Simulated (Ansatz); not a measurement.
Total energies of Al₁₂N₁₂H₃₀, a nanocrystal cut from wurtzite AlN (hydrogen-capped) from Ansatz at PBE0-D4/def2-SVP, gas phase (1 Eh = 27.2114 eV = 2625.5 kJ/mol). The reference geometry is relaxed at PBE-D4/def2-SVP.

Cartesian coordinates in Å:
```
Al 1.649 2.867 -1.635
N 0.329 4.010 -0.662
Al 2.422 0.025 -1.992
N 3.352 -1.079 -0.659
N 1.163 1.064 -1.060
Al 1.399 0.852 0.833
Al -0.939 3.072 0.471
N 0.074 1.993 1.702
Al 2.226 -2.140 0.552
N 0.980 -0.957 1.316
Al 1.273 -1.266 3.222
Al -1.124 1.035 2.864
N -0.036 -0.022 4.077
N 1.413 -1.310 -3.021
Al -0.615 0.612 -1.620
N -1.835 1.766 -0.622
Al 0.108 -2.392 -2.027
N 1.233 -3.292 -0.691
N -0.998 -1.192 -1.092
Al -0.802 -1.447 0.800
Al -3.116 0.798 0.439
N -2.012 -0.185 1.670
Al -2.769 -1.747 -1.699
N -3.982 -0.491 -0.727
H 3.082 3.293 -1.032
H 1.305 3.082 -3.194
H 0.850 4.704 -0.103
H -0.179 4.581 -1.355
H 3.484 0.758 -2.936
H 3.857 -0.408 -0.049
H 4.104 -1.645 -1.083
H 2.889 1.262 1.297
H -1.912 4.138 1.166
H 0.604 2.650 2.301
H 3.141 -3.029 1.515
H 2.718 -0.714 3.677
H 0.774 -2.739 3.646
H -2.109 1.966 3.717
H 0.479 0.602 4.717
H -0.646 -0.571 4.703
H 2.029 -1.892 -3.609
H 0.854 -0.765 -3.706
H -0.810 0.821 -3.208
H -2.377 2.295 -1.328
H -0.564 -3.471 -2.996
H 1.836 -4.013 -1.116
H 0.575 -3.834 -0.098
H -1.153 -2.960 1.236
H -4.232 1.714 1.132
H -2.653 -0.752 2.253
H -2.977 -1.392 -3.258
H -3.141 -3.205 -1.121
H -4.563 0.003 -1.422
H -4.662 -1.049 -0.186
```

```
                 state   geometry  energy (Eh)
      charge 0 singlet  reference  -3582.05092
      charge 1 doublet  reference  -3581.73333
     charge -1 doublet  reference  -3582.02181
free Al atom (doublet)          –   -242.16443
 free N atom (quartet)          –    -54.47898
 free H atom (doublet)          –     -0.50029
```

Single mean-field runs in def2-SVP are fitted with def2-universal-jkfit.

Task: Work out the vertical ionisation energy to the doublet.

Result: E(charge 1 doublet) − E(charge 0 singlet) = -3581.73333 − (-3582.05092) = 0.31759 Eh = 8.64 eV. For comparison, −ε of the highest occupied level is 7.28 eV at this level, 1.36 eV less.

Task: Work out the vertical electron affinity, to the doublet.

Result: E(charge 0 singlet) − E(charge -1 doublet) = -3582.05092 − (-3582.02181) = -0.02911 Eh = -0.79 eV; negative, so the extra electron isn't bound. The basis lacks diffuse functions, which makes affinities too small.

Task: Give the fundamental gap IE − EA, the Mulliken electronegativity (IE + EA)/2 and the hardness (IE − EA)/2.

Result: From the values in Eh: IE − EA = 0.31759 − (-0.02911) = 0.34670 Eh = 9.43 eV; (IE + EA)/2 = 3.92 eV; (IE − EA)/2 = 4.72 eV. The HOMO–LUMO gap of the same run is 7.12 eV, 2.31 eV smaller than the fundamental gap.

Task: What is the binding energy per atom against free atoms?

Result: Atoms: 12 × (-242.16443) + 12 × (-54.47898) + 30 × (-0.50029) = -3574.72962 Eh. Binding: -3574.72962 − (-3582.05092) = 7.32130 Eh = 199.22 eV, or 3.69 eV for each of 54 atoms (no zero-point energy, no counterpoise term).

At PBE0-D4/def2-SVP the highest occupied level of the charge -1 doublet lies above zero (up to 1.86 eV). By energy differences it is unbound by 0.79 eV (vertical, against the charge 0 singlet, at PBE0-D4/def2-SVP) and held by the finite basis.
